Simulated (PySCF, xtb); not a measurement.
CH2ClNOSi. Atoms are numbered in the order given.

```xyz
7

Si    -0.8870    -0.6818     0.0000
Cl     0.7729    -1.9022     0.0000
N     -0.3951     0.9556     0.0000
C      0.1133     2.0415     0.0000
O      0.5882     3.1054     0.0000
H     -1.6702    -0.9487     1.2307
H     -1.6702    -0.9487    -1.2307
```
Charge 0, spin multiplicity 1.

Geometry optimised at PBE0-D3(BJ)/def2-SVP. Other conformers were not sampled.

Method: IEF-PCM-M06-2X/def2-SVP in PySCF 2.14.0.

The values are the electrostatic part of the solvation free energy, E(continuum) − E(gas) at the gas-phase geometry, in a cavity of scaled van der Waals radii (PySCF's table); cavitation and dispersion terms are not included. In vacuum the orbital gap is 10.89 eV. The dipole moment in vacuum is 1.86 D.

| solvent | ε | ΔG(elec) (kcal/mol) | dipole (D) | gap (eV) |
|---|---|---|---|---|
| water | 78.36 | -2.4 | 2.36 | 10.91 |
| n-hexane | 1.88 | -0.9 | 2.04 | 10.90 |
| acetonitrile | 35.69 | -2.3 | 2.35 | 10.91 |

For comparison, GFN2-xTB/ALPB(water) (xtb, at the GFN2-xTB geometry, all terms of that model) gives -0.2 kcal/mol.
